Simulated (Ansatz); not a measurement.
Species: C2H2ClF, charge 0, singlet. C2H2ClF ((Z)-1-chloro-2-fluoroethene, SMILES Cl/C=C\F).
B3LYP-D3(BJ)/def2-TZVP minimum from Ansatz (an electronic-structure program):
```xyz
6

F     -1.7752     0.2382    -0.0581
C     -1.0067    -0.8329     0.1643
C      0.3143    -0.7877     0.1622
Cl     1.2240     0.6469    -0.1252
H     -1.5702    -1.7379     0.3456
H      0.8929    -1.6792     0.3469
```

Property: atomisation energy (electronic, to ground-state atoms), in kcal/mol. Open shells are spin-unrestricted; no spin-orbit coupling. CBS(X,Y): correlation extrapolated as X^-3, Hartree-Fock from the larger set (Q,5: extrapolated as (X+1)exp(-9√X)). A bracket is a step between two methods taken in the basis named. The functionals are non-relativistic, so their misses hold any scalar relativity. Double hybrids freeze cores in their MP2 part. '+ core + X2C': CCSD(T) terms for core correlation (cc-pwCVTZ, 1s frozen past Ne) and scalar relativity (cc-pVTZ-DK). Where a partner has so few electrons that a lower coupled-cluster level is exact, that level stands in.

CCSD(T)/CBS(cc-pV(Q+d)Z,cc-pV(5+d)Z) + [CCSDT(Q) - CCSD(T)]/cc-pV(D+d)Z + core + X2C (Ansatz) gives 550.7 kcal/mol.

How far off this value is PBE/def2-TZVPD (Ansatz), in which direction, and which of these levels come nearer: r2SCAN/def2-TZVPD, B3LYP/def2-TZVPD, B2PLYP/def2-TZVPD, CCSD(T)/CBS(cc-pV(Q+d)Z,cc-pV(5+d)Z) + core + X2C?

PBE gives 571.7 kcal/mol, 21.0 kcal/mol above it. Differences of the others: r2SCAN/def2-TZVPD (Ansatz) 2.2; B3LYP/def2-TZVPD (Ansatz) -6.6; B2PLYP/def2-TZVPD (Ansatz) -8.0; CCSD(T)/CBS(cc-pV(Q+d)Z,cc-pV(5+d)Z) + core + X2C (Ansatz) -0.7 kcal/mol. Nearer than PBE: r2SCAN/def2-TZVPD, B3LYP/def2-TZVPD, B2PLYP/def2-TZVPD, CCSD(T)/CBS(cc-pV(Q+d)Z,cc-pV(5+d)Z) + core + X2C.
